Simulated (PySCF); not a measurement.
GaH7OSi2, SMILES [OH][Ga]([SiH3])[SiH3].

Geometry: B3LYP-D3(BJ)/def2-SVP. The structure was generated by enumeration; whether it is a known compound was not checked. One conformer was computed; it need not be the lowest.

Two levels are set side by side: PBE/def2-TZVP (PySCF) and r2SCAN/def2-TZVP (PySCF). Same geometry, gas phase. Differences are taken from unrounded values.

```json
[
 {"quantity": "orbital gap (eV)", "r2SCAN": "3.99", "PBE": "3.63", "PBE minus r2SCAN": "-0.35"},
 {"quantity": "highest occupied level (eV)", "r2SCAN": "-6.43", "PBE": "-6.20", "PBE minus r2SCAN": "0.23"},
 {"quantity": "lowest empty level (eV)", "r2SCAN": "-2.44", "PBE": "-2.57", "PBE minus r2SCAN": "-0.13"},
 {"quantity": "dipole moment (D)", "r2SCAN": "1.24", "PBE": "1.17", "PBE minus r2SCAN": "-0.07"},
 {"quantity": "mean polarisability (bohr³)", "r2SCAN": "98.8", "PBE": "102.3", "PBE minus r2SCAN": "3.6"}
]
```

Rough cost on one machine, each run with all the roots and properties that it gave: r2SCAN against PBE about 3 times.
